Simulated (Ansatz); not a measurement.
A nudged elastic band was laid between two geometries of CH$_{8}$BNO (12 atoms, charge 0, multiplicity 1).

These are results of RKS B3LYP/6-31G* (Ansatz), not measurements.

```yaml
movable_images: 7
climbing_image: yes
spring: 5.0 eV/Å²
optimiser: quadratic models (default)
start_path: straight line
force_threshold: 0.05 eV/Å
iteration_limit: 60
end_points: relaxed
```

Initial state:

```xyz
12
Properties=species:S:1:pos:R:3
B -0.017 0.209 -0.027
H 0.502 -0.512 0.810
H 0.733 0.592 -0.904
O -1.316 -0.176 -0.505
H -1.666 -0.900 0.028
N -0.286 1.661 0.841
H -0.790 2.273 0.197
C 0.935 2.322 1.352
H 1.440 1.630 2.029
H 1.594 2.519 0.505
H 0.711 3.257 1.875
H -0.935 1.461 1.603
```

Final state:

```xyz
12
Properties=species:S:1:pos:R:3
B -0.064 0.299 -0.270
H -1.228 1.108 3.544
H 0.932 -0.374 -0.284
O -1.269 -0.180 -0.738
H -1.187 -1.090 -1.049
N -0.012 1.608 0.235
H -0.861 2.162 0.222
C 1.163 2.302 0.730
H 2.017 1.621 0.703
H 1.411 3.180 0.117
H 1.032 2.641 1.767
H -1.029 1.059 2.828
```

Question: Which bonds break or form, and what moves?

Answer: Bonds broken: B1–H2, N6–H12. Bonds formed: H2–H12. CH8BNO becomes CH6BNO + H2.

Question: Give the energies along the band, and the barrier.

Answer: It converged. The highest image is number 4 of 0 to 8, 1.70 eV above the first end and 2.22 eV above the last; the last end lies 0.52 eV below the first. Beside the main top the profile has a ripple of under 15 meV (maxima at images 2, 4), which may be a very shallow well or noise. Neighbouring images differ by up to 1.8 eV, so the band resolves the path poorly. Another band between the same ends (7 images) ends at a top of the same energy, where a vibrational analysis finds 1 clearly imaginary mode. The orbitals stay closed-shell, which can raise the energy where a bond breaks towards radicals; this wasn't checked here.

| image | path coordinate (Å) | energy (eV) | B1–H2 (Å) | N6–H12 (Å) | H2–H12 (Å) |
| --- | --- | --- | --- | --- | --- |
| 0 | 0.00 | 0.00 | 1.22 | 1.02 | 2.57 |
| 1 | 1.51 | 0.01 | 1.22 | 1.02 | 2.46 |
| 2 | 3.01 | 0.06 | 1.21 | 1.02 | 2.34 |
| 3 | 4.52 | 0.06 | 1.23 | 1.02 | 2.33 |
| 4 | 6.03 | 1.70 | 1.47 | 1.34 | 1.02 |
| 5 | 7.05 | -0.13 | 2.41 | 2.19 | 0.75 |
| 6 | 8.06 | -0.47 | 3.21 | 2.80 | 0.74 |
| 7 | 9.08 | -0.51 | 3.78 | 2.99 | 0.74 |
| 8 | 10.09 | -0.52 | 4.07 | 2.84 | 0.74 |

Question: What is the geometry of the highest image?

Answer: 
```xyz
12
Properties=species:S:1:pos:R:3
B -0.258 0.270 0.368
H -0.753 -0.260 1.647
H 0.813 -0.275 0.297
O -1.241 0.125 -0.614
H -1.191 -0.745 -1.031
N -0.188 1.729 0.940
H -0.993 2.279 0.650
C 1.068 2.477 0.941
H 1.841 1.879 1.432
H 1.413 2.705 -0.078
H 0.961 3.415 1.495
H -0.568 0.739 1.758
```

Run time: 9 min on 1 thread of Intel(R) Xeon(R) Platinum 8488C (Sapphire Rapids), with other jobs on the host, peak memory 0.17 GiB.
